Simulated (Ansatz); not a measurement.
Gas-phase electronic energies from Ansatz, PBE0-D4/def2-TZVP geometries. CCSD(T)/CBS is the MP2 limit (def2-TZVPP, def2-QZVPP) plus CCSD(T) − MP2 in def2-TZVPP, frozen cores. This one scheme is used for every species. DFT in def2-TZVPP. HSE06 is defined as in plane-wave codes. def2 core potentials past Kr. For In outer-core shells are correlated without core-valence functions, which leaves a few kJ/mol of doubt a bond. One conformer a species, not always the lowest.

Reaction (ligand exchange at the In–O bond): `FB[O][InH2]` + `CCNC` → `CC[N](C)[InH2]` + `OBF`

```tsv
level	ΔE (eV)
HSE06-D4	0.42
PBE	0.44
BLYP	0.52
HF/def2-QZVPP	0.70
```

(1) What does CCSD(T)/CBS give? (Estimate.)

Largest T1 diagnostic among the species: 0.016.

## Answers

(1) Computed: +0.42 eV. The listed levels differ from it by 0.00, 0.02, 0.10, 0.28 eV.

From BLYP to BHLYP (50 % exact exchange), in def2-TZVPP and without D4, ΔE moves by +0.06 eV. Leaving LDA and LC-ωPBE aside and taking each functional with its dispersion term where it has one, the values, not all of them listed here, spread over 0.13 eV, from revPBE-D4 to ωB97X-V. LDA lies −0.17 eV from PBE without D4. At CCSD(T), def2-SVP lies +0.04 eV from the extrapolated value and def2-TZVPP −0.00 eV.
